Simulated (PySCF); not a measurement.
# Two-component Hartree-Fock for Lu⁶⁸⁺ (lutetium, charge +68)

Start: [He] 2s1; 2s1/2 filled at m_j = +1/2. Calculated with PySCF 2.14 in an uncontracted even-tempered set (16 s from 54 bohr⁻², ratio 2.4; 13 p from 70 bohr⁻², ratio 2.4; 5 d from 220 bohr⁻², ratio 2.6; 4 f from 320 bohr⁻², ratio 2.6): generalised Hartree-Fock with the X2C-1e Hamiltonian and a Gaussian nucleus; one run each with spin-orbit coupling (SO) switched off, then screened by Boettger's factors.

| spinor shell | electrons | ε, spin-free (eV) | ε, screened SO (eV) | weight of nominal j (screened SO) | rms radius, screened SO (bohr) |
| --- | --- | --- | --- | --- | --- |
| 1s1/2 | 2 | -72064.5 | -72064.5 | 1.000 | 0.0218 |
| 2s1/2 | 1 | -17950.7 | -17950.7 | 1.000 | 0.0840 |

```json
{"quantity": "E (hartree)", "spin-free": "-6040.11956", "screened SO": "-6040.11956"}
{"quantity": "M_J", "spin-free": "1/2", "screened SO": "1/2"}
{"quantity": "⟨J²⟩", "spin-free": "0.750", "screened SO": "0.750"}
{"quantity": "⟨L²⟩", "spin-free": "0.000", "screened SO": "0.000"}
{"quantity": "⟨S²⟩", "spin-free": "0.750", "screened SO": "0.750"}
```

Each row is a mean over spinors that exchange with the open shell spreads, by up to 62.676 eV (1s1/2).

Breit and QED terms are absent; they matter most for the inner s and p1/2 levels.

Densities and radii are taken from the X2C orbitals without a picture-change correction, which distorts them close to the nucleus.

Without spin-orbit coupling the j labels of p, d and f shells carry no meaning; the spin-free column gives the mean over the occupied spinors of each nl shell.
